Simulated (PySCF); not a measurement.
This PySCF input asks for the NMR shieldings of SMILES FC(F)(F)[C@H]1CCO[SiH2]1, C4H7F3OSi; the geometry comes from GFN2-xTB.

```python
import basis_set_exchange as bse
import numpy as np
from pyscf import gto, dft
from pyscf.prop import nmr

atoms = """
F     2.360126   -1.524883   -0.100883
C     1.858066   -0.321059    0.242692
F     1.791133   -0.326058    1.585695
F     2.807346    0.577516   -0.078906
C     0.547992   -0.015964   -0.409513
C    -0.532564   -1.027796   -0.021769
C    -1.877286   -0.325200   -0.216143
O    -1.756537    1.027081    0.174654
Si   -0.248319    1.643304    0.151584
H     0.725009   -0.031943   -1.487238
H    -0.416594   -1.280168    1.034284
H    -0.481728   -1.946165   -0.606630
H    -2.664182   -0.780264    0.389591
H    -2.180781   -0.354583   -1.267730
H     0.152653    2.045499    1.489641
H    -0.091933    2.649627   -0.890740
"""
names = dict.fromkeys(["F", "C", "O", "Si", "H"], "pcSseg-1")
basis = {el: gto.basis.parse(bse.get_basis(n, elements=[el], fmt="nwchem")) for el, n in names.items()}
mol = gto.M(atom=atoms, basis=basis, charge=0, verbose=0)
mf = dft.RKS(mol, xc="PBE0")
mf.grids.level = 2
mf.grids.alignment = dft.numint.BLKSIZE   # the property module wants whole blocks of grid points
mf.conv_tol = 1e-9
mf.kernel()

calc = nmr.RKS(mf)   # GIAO
C = mf.mo_coeff
Co = C[:, mf.mo_occ > 0]
resp = mf.gen_response(singlet=True, hermi=2)
def vind(x):   # induced exchange potential for any number of trial vectors
    d = np.einsum("pi,xij,qj->xpq", C, 2 * x.reshape(-1, C.shape[1], Co.shape[1]), Co, optimize=True)
    return np.einsum("xpq,pi,qj->xij", resp(d - d.transpose(0, 2, 1)), C, Co, optimize=True).ravel()
mo1, _ = nmr.rhf.solve_mo1(calc, with_cphf=vind)
sigma = calc.kernel(mo1)
for i, s in enumerate(sigma):   # ppm
    print("%2d %-2s %9.2f" % (i, mol.atom_pure_symbol(i), np.trace(s) / 3))
```

Task: What are the results?

Result: 
```
 0 F     244.08
 1 C      48.93
 2 F     260.87
 3 F     241.12
 4 C     150.80
 5 C     156.30
 6 C     114.05
 7 O     303.42
 8 Si    354.23
 9 H      29.42
10 H      29.57
11 H      29.58
12 H      27.08
13 H      27.64
14 H      26.69
15 H      26.71
```

These numbers come from an equivalent density-fitted implementation of the same equations, which agrees with the script to about 0.01 ppm for H and up to a few tenths of a ppm for heavy atoms, so last digits may differ.

Task: Turn these shieldings into chemical shifts. Scale: 19F (σref 170.95) vs CFCl3; TMS for 13C (σref 186.93), 29Si (σref 349.16), 1H (σref 31.72); H2O for 17O (σref 336.08) (reference shieldings calculated alike).

Result: Averaging equivalent atoms: F 0/2/3: -77.7; C 1: 138.0; C 6: 72.9; C 4: 36.1; C 5: 30.6; O 7: 32.7; Si 8: -5.1; H 14: 5.02; H 15: 5.01; H 12: 4.64; H 13: 4.07; H 9: 2.29; H 10: 2.15; H 11: 2.14 ppm. Unscaled 19F shifts against computed CFCl3 carry errors that often reach 10 to 50 ppm. Experimental scales use liquid or dissolved standards, which lie at an offset from isolated H2O (liquid H2O: subtract about 36 ppm).

Size and cost of the density-fitted run: 195 basis functions, 34 s wall time on 1 thread of an Intel Xeon Platinum 8488C, shared host; peak memory 0.86 GiB.
